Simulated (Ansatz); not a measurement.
Relaxing a trial structure of AlBeH2I

The starting geometry of this gas-phase singlet was optimised with GFN2-xTB.

| atom | x (Å) | y (Å) | z (Å) |
| --- | --- | --- | --- |
| Al | -0.4202 | -0.9861 | 1.2699 |
| Be | -0.3666 | 0.0691 | -0.8575 |
| I | 0.2106 | 1.5096 | 1.2629 |
| H | -1.6487 | 0.1170 | -1.0916 |
| H | 0.7174 | -0.4816 | -1.3286 |

Q: Predict what becomes of its bonds when it is optimised with B3LYP-D3(BJ)/6-311G**.

A: It rearranges, giving a structure with H4 bridging Al1 and Be2, H5 bridging Al1 and Be2, given below by its coordinates. Distances that change by over a tenth: Be2–I3 (2.63 → 2.22 Å). Contacts that open: Al1–I3 (2.57 → 4.69 Å). Contacts that close: Al1–H4 (2.88 → 1.89 Å), Al1–H5 (2.88 → 1.89 Å).

The energy falls by 1.10 eV over 17 steps:

```csv
step,E − E(last) (eV)
1,1.100
3,0.768
5,0.643
6,0.458
8,0.234
10,0.118
12,0.041
13,0.015
15,0.000
17,0.000
```

Final geometry (Å):

```
atom    x (Å)    y (Å)    z (Å)
  Al  -0.8299  -1.9043  -0.4985
  Be  -0.1930   0.4461  -0.0773
   I   0.3801   2.5606   0.3027
   H  -1.4867  -0.1705  -0.1300
   H   0.6220  -0.7039  -0.3417
```

Frequencies at the end are all real (lowest 83 cm⁻¹). Run with Ansatz 0.2.0, 44 s on 2 threads of Intel(R) Xeon(R) Processor @ 2.70GHz, with other jobs on the host.
